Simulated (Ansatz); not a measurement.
GeO₃H₂ (the lowest singlet isomer of a short search), 6 atoms. Hardware: 4 threads of Arm Neoverse V2 on a shared host.

Q: How many basis functions does each of these Ansatz runs have, and roughly what does it cost? PBE-D4/def2-SVP, charge 0 singlet, energy, from earlier orbitals; r2SCAN-D4/def2-TZVPD, charge 0 singlet, energy, from earlier orbitals; PBE-D4/def2-TZVPD, charge -1 doublet at the geometry of the charge 0 singlet, energy, from earlier orbitals; B97M-V/def2-TZVP, charge 0 singlet, energy, from earlier orbitals; PBE0-D4/def2-TZVP, charge 0 singlet, energy, from earlier orbitals; PBE-D4/def2-SVP, charge 0 singlet, relaxation, 5 steps; PBE0-D4/def2-TZVP, charge 0 triplet at the geometry of the charge 0 singlet, energy; PBE0-D4/def2-TZVPD, charge -1 doublet at the geometry of the charge 0 singlet, energy, from earlier orbitals; LDA (SPW92)/def2-TZVP, charge 0 singlet, energy, from earlier orbitals; PBE0-D4/def2-SVP, charge 0 singlet, energy, from earlier orbitals; PBE0-D4/def2-SVP, charge 0 singlet, energy with a search over starts; PBE0-D4/def2-SVP, charge 1 doublet at the geometry of the charge 0 singlet, energy with a search over starts.

A: Other jobs shared the machine, so times can vary by a factor of up to 3. A dash marks memory too small to be measured apart from the calling script's.

```
                                                                                                         run  functions  fitting or Cholesky vectors  wall time  peak host memory (GiB)
                                            PBE-D4/def2-SVP, charge 0 singlet, energy, from earlier orbitals         84                          896      0.5 s                       –
                                      LDA (SPW92)/def2-TZVP, charge 0 singlet, energy, from earlier orbitals        153                          899     0.55 s                       –
                                           PBE0-D4/def2-SVP, charge 0 singlet, energy, from earlier orbitals         84                          802      0.7 s                       –
                                        PBE0-D4/def2-SVP, charge 0 singlet, energy with a search over starts         84                          802        1 s                       –
                                          PBE0-D4/def2-TZVP, charge 0 singlet, energy, from earlier orbitals        153                          942      1.2 s                       –
PBE0-D4/def2-SVP, charge 1 doublet at the geometry of the charge 0 singlet, energy with a search over starts         84                          802      2.3 s                       –
                         PBE0-D4/def2-TZVP, charge 0 triplet at the geometry of the charge 0 singlet, energy        153                          942      2.5 s                       –
                                       r2SCAN-D4/def2-TZVPD, charge 0 singlet, energy, from earlier orbitals        192                         1027      2.6 s                       –
                                                      PBE-D4/def2-SVP, charge 0 singlet, relaxation, 5 steps         84                          896      3.1 s                       –
                                           B97M-V/def2-TZVP, charge 0 singlet, energy, from earlier orbitals        153                          899      3.2 s                       –
PBE0-D4/def2-TZVPD, charge -1 doublet at the geometry of the charge 0 singlet, energy, from earlier orbitals        192                         1080        5 s                    0.57
 PBE-D4/def2-TZVPD, charge -1 doublet at the geometry of the charge 0 singlet, energy, from earlier orbitals        192                         1027        6 s                       –
```
